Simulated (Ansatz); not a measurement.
`BC[CH2][SbH2]`. Total charge 0; spin multiplicity 1. Correlated methods include outer-core shells of Sb, which these sets cover unevenly. Sb takes the def2 core potential.

Z-matrix (Å, degrees):
```
C
C 1 1.544
B 1 1.550 2 96.3
H 1 1.091 2 109.6 3 -120.2
H 1 1.091 2 109.6 3 120.1
Sb 2 2.177 1 115.1 3 -179.7
H 2 1.094 1 112.1 3 -59.9
H 2 1.094 1 112.0 3 60.5
H 3 1.199 1 120.3 2 86.1
H 3 1.199 1 120.4 2 -85.9
H 6 1.711 2 93.4 1 -45.5
H 6 1.711 2 93.3 1 46.0
```

**Question.** Give the diagnostics of a CCSD(T)/def2-TZVPP run (frozen core, Ansatz 0.2.0). (Estimate.)

**Answer.** Computed: T1 = 0.0125, largest single amplitude 0.022, largest double 0.031, (T) share of the correlation energy 3.4 %, 10 CCSD cycles. The RHF solution is stable towards an unrestricted one. T1 lies under the customary mark of 0.02 for closed shells.
